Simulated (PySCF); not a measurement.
**Orbital picture of CaO**

PBE0 at R = 1.808 Å; PySCF, spin-free X2C with a Gaussian nucleus, basis sets Ca x2c-TZVPall, O x2c-TZVPall. State: ¹Σ⁺ (singlet), closed shell. Only the outer orbitals are listed, counted within each symmetry.

```
orbital  occ.  ε (eV)  on Ca (%)   main shells (%)
     5σ     2  -47.67         99           99 Ca s
     6σ     2  -27.88         88   88 Ca p, 10 O s
     2π     2  -27.40        100          100 Ca p
     2π     2  -27.40        100          100 Ca p
     7σ     2  -19.71         14   86 O s, 10 Ca p
     3π     2   -5.02         17   83 O p, 14 Ca d
     3π     2   -5.02         17   83 O p, 14 Ca d
     8σ     2   -4.77         23   76 O p, 13 Ca d
     9σ     0   -1.92         97  77 Ca s, 17 Ca p
     4π     0   -0.19        100  85 Ca p, 15 Ca d
     4π     0   -0.19        100  85 Ca p, 15 Ca d
```

Which are the highest filled and the lowest empty level, where do they sit, and how wide is the gap?

Highest filled 8σ at -4.77 eV (in %: 76 O p, 13 Ca d); lowest empty 9σ at -1.92 eV (in %: 77 Ca s, 17 Ca p); the gap at PBE0 is 2.85 eV.

The bond order (Mayer) is 1.85. The ⟨S²⟩ is 0.000, the charge on Ca (Mulliken, basis-dependent) is 0.85 and the charge on Ca (Löwdin, basis-dependent) is 0.67. The dipole moment (positive dipole means Ca(−)O(+)) is -8.75 D. The polarisability along the bond is 79.5 bohr³ and the polarisability across the bond is 27.0 bohr³.
